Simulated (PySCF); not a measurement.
# Electron correlation in P (phosphorus, neutral)

[Ne] 3s1 3p4, high-spin 4P determinant (an excited configuration). Computed with PySCF 2.14 in x2c-TZVPPall (5s5p3d1f, 42 functions), with the spin-free X2C one-electron Hamiltonian (Gaussian nucleus). Frozen: [Ne]; 5 electrons correlated.

| level | correlation energy (mhartree) |
| --- | --- |
| CCSD | -110.89 |
| (T) | -7.34 |
| CCSD(T) | -118.23 |

Diagnostics: T1 = 0.025, D1 = 0.0735, largest double amplitude 0.189.

A double-excitation amplitude exceeds 0.15, a sign of near-degeneracy.

Cost of the coupled-cluster step: about 0.5 core-seconds, for 5 correlated electrons.

Iterations:

```
CC2 = 0
CCSD nocc = (np.int64(4), np.int64(1)), nmo = (37, 37)
frozen orbitals [[0, 1, 2, 3, 4], [0, 1, 2, 3, 4]]
max_cycle = 100
direct = 0
conv_tol = 1e-08
conv_tol_normt = 1e-06
diis_space = 8
diis_start_cycle = 0
Init t2, MP2 energy = -0.0798698794512267
Init E_corr(UCCSD) = -0.0798698794549536
cycle = 1  E_corr(UCCSD) = -0.0964836336137771  dE = -0.0166137542  norm(t1,t2) = 0.0840016
cycle = 2  E_corr(UCCSD) = -0.102595253321858  dE = -0.00611161971  norm(t1,t2) = 0.049032
cycle = 3  E_corr(UCCSD) = -0.110962325087928  dE = -0.00836707177  norm(t1,t2) = 0.0317845
cycle = 4  E_corr(UCCSD) = -0.110673366263784  dE = 0.000288958824  norm(t1,t2) = 0.00404708
cycle = 5  E_corr(UCCSD) = -0.111026286173761  dE = -0.00035291991  norm(t1,t2) = 0.0015094
cycle = 6  E_corr(UCCSD) = -0.110896948237437  dE = 0.000129337936  norm(t1,t2) = 0.000921396
cycle = 7  E_corr(UCCSD) = -0.110854006788524  dE = 4.29414489e-05  norm(t1,t2) = 0.00512524
cycle = 8  E_corr(UCCSD) = -0.11087065334105  dE = -1.66465525e-05  norm(t1,t2) = 0.000432778
cycle = 9  E_corr(UCCSD) = -0.110895629308302  dE = -2.49759673e-05  norm(t1,t2) = 0.000130162
cycle = 10  E_corr(UCCSD) = -0.110887317313804  dE = 8.3119945e-06  norm(t1,t2) = 5.65077e-05
cycle = 11  E_corr(UCCSD) = -0.11088718422033  dE = 1.33093474e-07  norm(t1,t2) = 1.51283e-05
cycle = 12  E_corr(UCCSD) = -0.110887098198045  dE = 8.60222848e-08  norm(t1,t2) = 2.25919e-06
cycle = 13  E_corr(UCCSD) = -0.110887071622179  dE = 2.65758661e-08  norm(t1,t2) = 6.66009e-07
cycle = 14  E_corr(UCCSD) = -0.110887071985677  dE = -3.63498245e-10  norm(t1,t2) = 3.12378e-07
UCCSD converged
E(UCCSD) = -341.3419270141614  E_corr = -0.1108870719856769
UCCSD(T) correction = -0.00733608905819485
```
